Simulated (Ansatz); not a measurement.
`S[S][In]([Br])[Br]` and `[Br][In]([Br])[Br]` differ in one atom or group.

Ansatz, PBE0-D4/def2-TZVP geometries, multiplicity 1. Each molecule was computed in one conformer, which needn't be the lowest.

Elements past krypton have def2 core potentials. Scalar relativity is left out up to krypton.

```
                                          property  `S[S][In]([Br])[Br]`
               HOMO–LUMO gap (PBE/def2-TZVPP) / eV                  2.90
           HOMO–LUMO gap (ωB97M-V/def2-TZVPP) / eV                  8.65
size of the dipole moment (ωB97M-V/def2-TZVPP) / D                  1.47
                 LUMO energy (PBE/def2-TZVPP) / eV                 -3.42
  size of the dipole moment (B3LYP/def2-TZVPP) / D                  1.65
               HOMO energy (B3LYP/def2-TZVPP) / eV                 -7.19
```

(1) What does the change do to each property? (An estimate is asked.)

## Answers

(1) Ansatz gave: 
| property | `[Br][In]([Br])[Br]` | shift |
| --- | --- | --- |
| HOMO–LUMO gap (PBE/def2-TZVPP) / eV | 3.66 | 0.76 |
| HOMO–LUMO gap (ωB97M-V/def2-TZVPP) / eV | 9.87 | 1.22 |
| size of the dipole moment (ωB97M-V/def2-TZVPP) / D | 0.00 | -1.47 |
| LUMO energy (PBE/def2-TZVPP) / eV | -3.78 | -0.36 |
| size of the dipole moment (B3LYP/def2-TZVPP) / D | 0.00 | -1.65 |
| HOMO energy (B3LYP/def2-TZVPP) / eV | -8.46 | -1.27 |

With PBE0 the HOMO falls by 1.33 eV and the LUMO falls by 0.33 eV, so the gap widens by about 1.00 eV. PBE moves the HOMO by -1.13 eV and ωB97M-V by -1.51 eV. The zero-point energy changes by -27.5 kJ/mol with -6 modes.

B3LYP here is the variant with VWN-RPA as its local correlation; programs differ in this.

Spin–orbit coupling is left out; it splits and shifts lone-pair levels of the heavy atoms by tenths of an eV.
